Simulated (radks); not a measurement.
Values are calculated unless marked as measured or tabulated.
Species: Cr2+. Configuration: [Ar] 3d4.

Level of theory: Dirac Kohn-Sham, PBE, spin-unpolarised, spherical densities, finite nucleus; open shells are shared between the two j in proportion to 2j + 1; Fermi nuclear charge, rms radius 3.6452 fm (a radial shooting solver on a logarithmic mesh with Libxc functionals).

Energy parts (eV):
part                      energy
total                 -28563.708
kinetic                28900.122
electron-nucleus      -67754.617
Hartree                11600.126
exchange-correlation   -1309.340

Orbitals (lengths in bohr, moments of r in powers of bohr; r(90%) holds 90 % of the orbital's charge):
orbital  occ.  eigenvalue (eV)     <r^2>  r(90%)
1s1/2       2        -5901.136  0.005432   0.113
2s1/2       2        -688.4517    0.1015   0.455
2p1/2       2        -587.7738   0.08199   0.424
2p3/2       4        -579.1266   0.08368   0.428
3s1/2       2         -95.1304    0.9296    1.34
3p1/2       2         -67.1402     1.064    1.46
3p3/2       4         -66.1077     1.083    1.48
3d3/2     1.6         -22.9125     1.935    2.11
3d5/2     2.4         -22.8177     1.948    2.11

The highest occupied level is 3d5/2 at -22.818 eV. The electron density at the nucleus is 1.143e+04 e/bohr^3. For comparison, the ionisation energy in NIST's Atomic Spectra Database is 30.96 eV (measured). In exact Kohn-Sham theory the highest level is minus the ionisation energy, but local and semilocal functionals leave it too shallow, through self-interaction and a potential that decays too fast; potentials with the right tail come closer. Summed over all electrons, <r^2> = 16.80 bohr^2, which gives a Langevin (diamagnetic) susceptibility term of -13.3 x 10^-6 cm^3/mol. The density falls to 0.001 e/bohr^3 at r = 3.14 bohr.

Beside tabulated values, note that spin-unpolarised runs miss the spin-polarisation part of the exchange energy of open shells.
